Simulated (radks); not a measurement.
Problem. These are the eigenvalues of the occupied orbitals of an atom or ion with whole-number occupations (eV). All-electron calculation, Dirac Kohn-Sham, PBE, spin-unpolarised, spherical densities, finite nucleus; Fermi nuclear charge, rms radius of each element as measured or else 0.836 A^(1/3) + 0.57 fm. Program: a radial shooting solver on a logarithmic mesh with Libxc functionals.

1s1/2: -13268.04
2s1/2: -2355.026
2p1/2: -2195.343
2p3/2: -2152.814
3s1/2: -828.7411
3p1/2: -774.8393
3p3/2: -765.7281

Which element is it, and in what charge state? The configuration may be excited. Open shells, if any, are shared by 2j + 1.

Solution. Z = 34, selenium, charge +19: Se19+ in [Ne] 3s2 3p3. The list shows which subshells hold electrons but not how many an open one holds; the 1s level, -487.59 hartree, gives Z - s = 31.2 by -(Z - s)^2/2, which with screening and relativity narrows Z to a few neighbours, and the depths of the outer levels then fix element, charge and occupations together.
